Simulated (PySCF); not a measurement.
Species: C6H9NP2.
SMILES: `CN(C)c1pccpc1`

Torsions of this conformer, `[CH3:1][N:2]([CH3:3])[c:4]1[cH:5][p:6][cH:7][cH:8][p:9]1`: C1–N2–C4–C5 -1°.

The closed-shell ground state was solved at several levels (PySCF, density fitting, gas phase, non-relativistic). Geometry: PBE0-D3(BJ)/def2-SVP; no solvent, vibrations or thermal averaging.

| level | basis functions | total energy (Eh) | HOMO (eV) | LUMO (eV) | gap (eV) | dipole (D) |
| --- | --- | --- | --- | --- | --- | --- |
| PBE0/pcSseg-1 | 212 | -970.8102 | -5.95 | -1.89 | 4.06 | 3.10 |
| KT2/pcSseg-1 | 212 | -982.1827 | -5.09 | -2.55 | 2.54 | 3.17 |

Problem. What might CAM-B3LYP/def2-SVPD (260 basis functions) give for the same quantities?

Solution. Total energy -970.9158 Eh, HOMO -6.99 eV, LUMO -0.87 eV, gap 6.12 eV, dipole 2.86 D.

Problem. Over all these levels, which gives the widest orbital gap and which the narrowest?

Solution. CAM-B3LYP/def2-SVPD (range-separated hybrid) has the widest, 6.12 eV, and KT2/pcSseg-1 (GGA) the narrowest, 2.54 eV. Functional and basis both differ between the two, so the spread mixes both effects.

Problem. How far do the dipole and the HOMO energy spread over the levels?

Solution. The dipole runs from 2.86 to 3.17 D (mean 3.04 D) and the HOMO from -6.99 to -5.09 eV.
